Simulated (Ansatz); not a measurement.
`C[Si](N)(O)F` + HCl → `C[Si](N)(F)Cl` + H₂O at 600 K and 1 bar (ligand exchange at the Si–O bond).

Isolated molecules relaxed with PBE0-D4/def2-TZVP in Ansatz; ΔE leaves out vibrations. CCSD(T)/CBS adds triple-zeta CCSD(T) − MP2 to the extrapolated MP2 energy (def2 sets, frozen cores). This one scheme is used for every species. Each species was taken in one conformer, which may not be the lowest.

```
        species  CCSD(T)/CBS energy (Eh)  H − E (kJ/mol)  S (J/(mol·K))
 `C[Si](N)(O)F`               -560.59755           279.0          449.3
            HCl               -460.38127            35.4          207.2
`C[Si](N)(F)Cl`               -944.59780           242.5          447.2
            H₂O                -76.37941            76.8          212.8
```

H − E and S are ideal-gas, rigid-rotor, harmonic terms from PBE0-D4/def2-TZVP, for one conformer and one mirror image of each species. 1 Eh = 2625.50 kJ/mol, R = 8.31446 J/(mol·K).

Question: By hand: ΔE, ΔH, ΔS and ΔG.

Answer: ΔE = (-944.59780) + (-76.37941) − (-560.59755) − (-460.38127) = 0.00161 Eh = 4.2 kJ/mol. Δ(H − E) = 242.5 + 76.8 − 279.0 − 35.4 = 4.9, so ΔH = 9.1 kJ/mol. ΔS = 447.2 + 212.8 − 449.3 − 207.2 = 3.5 J/(mol·K). ΔG = 9.1 − 600 × (3.5)/1000 = 7.0 kJ/mol.

Question: By hand: the equilibrium constant, and the temperature at which ΔG would vanish if ΔH and ΔS stayed fixed.

Answer: log₁₀ K = −ΔG/(RT ln 10) = -0.6. ΔG = 0 at ΔH/ΔS = 2600 K, far beyond where these terms or the molecules hold.

The number of gas molecules stays the same, so ΔS is small and ΔH decides. A doubt of 5 kJ/mol in ΔE shifts log₁₀ K by 0.4 here. Other conformers and mirror images would add mixing entropy, several J/(mol·K) or more a flexible species. These are equilibria of isolated gas molecules and say nothing of rates. Largest T1 diagnostic: 0.010 (customary marks: 0.02 for closed shells, 0.045 for open ones).
